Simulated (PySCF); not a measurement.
Basis-set dependence of the excitation energy of Dy²⁺

Dy²⁺ [Xe] 4f10 (high-spin determinant) → Dy²⁺ [Xe] 4f9 6s1 (high-spin determinant). Calculated with PySCF 2.14 from differences of total energies of unrestricted determinants, without spin-orbit coupling. Values in eV.

```json
{"basis": "cc-pVDZ-X2C", "Hamiltonian": "spin-free X2C", "functions": "84", "UHF": "-0.077", "PBE": "3.938", "PBE0": "3.199", "MP2 (valence)": "2.819"}
{"basis": "ANO-RCC-VTZP", "Hamiltonian": "spin-free X2C", "functions": "104", "UHF": "-0.318", "PBE": "4.153", "PBE0": "3.277", "MP2 (valence)": "3.293"}
{"basis": "x2c-TZVPPall", "Hamiltonian": "spin-free X2C", "functions": "113", "UHF": "-0.377", "PBE": "4.043", "PBE0": "3.195", "MP2 (valence)": "2.958"}
{"basis": "x2c-TZVPPall with one added diffuse shell each of s, p, d, f type", "Hamiltonian": "spin-free X2C", "functions": "129", "UHF": "-0.370", "PBE": "n/a", "PBE0": "n/a", "MP2 (valence)": "n/a"}
```

Frozen in the all-electron rows: valence: [Kr] 4d10.

Both determinants mix LS terms of the configuration, so the numbers do not refer to single terms.
